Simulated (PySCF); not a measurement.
System: C₄H₉O, charge 0, multiplicity 2. It need not be the lowest isomer of its formula. 
Structure (B3LYP-D3(BJ)/def2-TZVP (Ansatz) minimum search):
SMILES: [CH2]C(C)CO
```xyz
14

C     -1.6272    -0.8747    -0.4395
C     -0.5735     0.0080     0.1269
C     -0.5365     1.3809    -0.5484
C      0.7890    -0.6817     0.0801
O      1.7196     0.1020     0.8221
H     -1.6222    -1.9399    -0.2472
H     -2.4831    -0.4570    -0.9512
H     -0.7846     0.1682     1.1982
H     -0.3195     1.2771    -1.6145
H      0.2322     2.0090    -0.1007
H     -1.4985     1.8866    -0.4483
H      0.7036    -1.6874     0.5096
H      1.1085    -0.7842    -0.9648
H      2.5958    -0.2835     0.7276
```
Charge 0, spin multiplicity 2.

Dispersion corrections to the total energy (kcal/mol) from the dftd3 and dftd4 libraries through PySCF: D3(BJ) without and D4 with the three-body term, each with the damping fitted for the functional named.

```csv
functional,D3(BJ),D4
PBE,-6.22,-5.68
B2GP-PLYP,?,-2.36
HSE06,-3.75,-4.36
TPSS,-7.66,?
CAM-B3LYP,-4.47,-4.71
BP86,-9.11,-7.33
BHLYP,-7.72,?
```

Question: What belongs in the gaps?

Answer: 
- B2GP-PLYP, D3(BJ): -3.17
- TPSS, D4: -7.69
- BHLYP, D4: -6.08
